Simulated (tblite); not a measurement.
Compound: C6H4FO (doublet state).
Cartesian coordinates in Å at the GFN2-xTB level; atoms count from 1:
```xyz
12
C6H4FO angstrom
O     -2.1800    0.9002   -0.2996
C     -0.9756    0.3045   -0.1313
C     -0.8417   -1.0890   -0.0632
C      0.4118   -1.5911    0.1069
C      1.5561   -0.8612    0.2175
C      1.3917    0.5203    0.1467
F      2.4808    1.3066    0.2493
C      0.1548    1.1082   -0.0247
H     -2.8776    0.2358   -0.3590
H     -1.7127   -1.7234   -0.1447
H      2.5344   -1.2917    0.3513
H      0.0592    2.1802   -0.0752
```

Level: GFN2-xTB in tblite, geometry and Hessian alike; calculated harmonic values, unscaled, isolated species. The method is semi-empirical: single wavenumbers can be off by several per cent or more. One conformer, not necessarily the lowest. Open shells enter through the occupations alone, without spin polarisation, and single modes of such species can be off by tens of per cent.

Harmonic wavenumbers (cm⁻¹): 203.5, 214.3, 309.8, 413.1, 440.4, 444.7, 470.3, 507.3, 523.3, 608.2, 710.1, 787.1, 825.7, 849.1, 966.9, 978.7, 1085.1, 1118.9, 1134.8, 1192.7, 1280.5, 1301.5, 1426.1, 1460.4, 1525.0, 1621.0, 3065.5, 3109.8, 3124.9, 3512.7.

A = 4131, B = 1788, C = 1248 MHz; mass 111.025 u (most abundant isotopes); point group Cs, symmetry number 1; spin multiplicity 2.

Zero-point energy?

½Σν̃ = 17606 cm⁻¹ = 50.34 kcal/mol.

What is S at 400 K and 1 bar for an ideal gas of classical rigid rotors and harmonic oscillators?

Translation 41.52, rotation 28.82, vibration 18.56, spin (R ln 2) 1.38: S = 90.3 cal/(mol K).

And Cp and H(400 K) − H(0)?

Cp = 34.36 cal/(mol K), of which vibrations give 26.42 (their classical limit is 30 R = 59.6); H(400 K) − H(0) = 7.85 kcal/mol without the zero-point energy, 4.67 from vibrations.

How do the functions run with temperature in this model?

| T (K) | S (cal/(mol K)) | Cp (cal/(mol K)) | H − H(0) (kcal/mol) | G − H(0) (kcal/mol) | ln q(vib) |
| --- | --- | --- | --- | --- | --- |
| 150 | 67.0 | 15.1 | 1.53 | -8.52 | 0.42 |
| 250 | 76.8 | 23.5 | 3.47 | -15.72 | 1.43 |
| 298.15 | 81.2 | 27.3 | 4.70 | -19.52 | 2.03 |
| 600 | 106.2 | 44.2 | 15.79 | -47.95 | 6.50 |
| 900 | 125.9 | 52.5 | 30.42 | -82.88 | 11.01 |

q(vib) and H(0) count from the zero-point level.

Which modes carry the vibrational entropy at 400 K?

203.5 cm⁻¹: 2.65; 214.3 cm⁻¹: 2.55; 309.8 cm⁻¹: 1.87; 413.1 cm⁻¹: 1.37; 440.4 cm⁻¹: 1.27; 444.7 cm⁻¹: 1.25 cal/(mol K); the other 24 give 7.58 together.

Hindered rotation and anharmonicity are outside this model. Other conformers, if any are populated, would add a mixing term that is left out.

The run took 0.28 s wall on one thread of an Arm Neoverse V1, shared host with 32 logical CPUs at a one-minute load of 19. This covers the Hessian and the dipole derivatives.
